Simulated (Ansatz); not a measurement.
`[O]=[Ta]([OH])([F])[F]` + `COCOC` → `C[O][Ta](=[O])([F])[F]` + `COCO`  (formal exchange of groups at a Ta–O bond)

Program: Ansatz. Geometries: PBE0-D4/def2-TZVP. ΔE: electronic, gas phase. CBS: MP2 limit from def2 TZ/QZ plus the TZ coupled-cluster correction, frozen cores. This one scheme is used for every species. DFT in def2-TZVPP. B3LYP here is the variant with VWN-RPA as its local correlation; programs differ in this. def2 core potentials past Kr. For Ta outer-core shells are correlated without core-valence functions, which leaves a few kJ/mol of doubt a bond. One conformer a species, not always the lowest.

`[O]=[Ta]([OH])([F])[F]`:

Cartesian coordinates in Å:
```
O -0.576 1.156 -1.244
Ta 0.150 -0.142 -0.395
O -0.249 0.061 1.439
F -0.577 -1.747 -1.040
F 2.005 -0.058 -0.665
H -0.754 0.730 1.905
```

`COCOC`:

Cartesian coordinates in Å:
```
C 0.601 -1.769 0.024
O -0.162 -0.895 -0.775
C -1.015 -0.080 -0.037
O -0.356 0.854 0.756
C 0.316 1.841 0.009
H 1.195 -2.385 -0.650
H -0.049 -2.420 0.624
H 1.267 -1.223 0.699
H -1.622 -0.676 0.657
H -1.656 0.417 -0.775
H 0.757 2.539 0.720
H -0.383 2.386 -0.640
H 1.107 1.411 -0.613
```

`C[O][Ta](=[O])([F])[F]`:

Cartesian coordinates in Å:
```
C -0.139 0.319 -1.564
O -0.499 0.321 -0.203
Ta 0.063 -0.262 1.479
O 1.548 -1.089 1.247
F 0.368 1.212 2.607
F -1.188 -1.469 2.197
H 0.811 -0.202 -1.711
H -0.920 -0.181 -2.140
H -0.046 1.350 -1.911
```

`COCO`:

Z-matrix (Å, degrees):
```
C
O 1 1.410
H 1 1.090 2 107.2
H 1 1.098 2 110.9 3 118.9
H 1 1.094 2 111.6 3 -119.7
C 2 1.391 1 113.3 3 -179.1
O 6 1.398 2 113.5 1 -67.9
H 6 1.095 2 105.4 1 169.5
H 6 1.097 2 111.0 1 50.4
H 7 0.962 6 108.0 2 -64.4
```

| level | ΔE (kcal/mol) | difference from CCSD(T)/CBS |
| --- | --- | --- |
| B3LYP-D4 | 0.1 | -0.3 |
| ωB97M-V | 1.0 | 0.6 |
| B2PLYP | -0.1 | -0.5 |
| PBE | 0.0 | -0.4 |
| r2SCAN | 0.7 | 0.3 |
| PBE0 | 0.2 | -0.2 |
| B3LYP | -0.3 | -0.7 |
| HF/def2-TZVPP | -0.1 | -0.5 |
| MP2/def2-TZVPP | 0.1 | -0.3 |
| SCS-MP2/def2-TZVPP | -0.1 | -0.5 |
| CCSD/def2-TZVPP | 0.3 | -0.1 |
| CCSD(T)/def2-TZVPP | 0.2 | -0.2 |
| HF/def2-QZVPP | -0.2 | -0.6 |
| MP2/def2-QZVPP | 0.2 | -0.2 |
| SCS-MP2/def2-QZVPP | 0.0 | -0.4 |
| HF/CBS(def2) | -0.2 | -0.6 |
| CCSD(T)/CBS | 0.4 | 0 |

Largest T1 diagnostic among the species: 0.020.
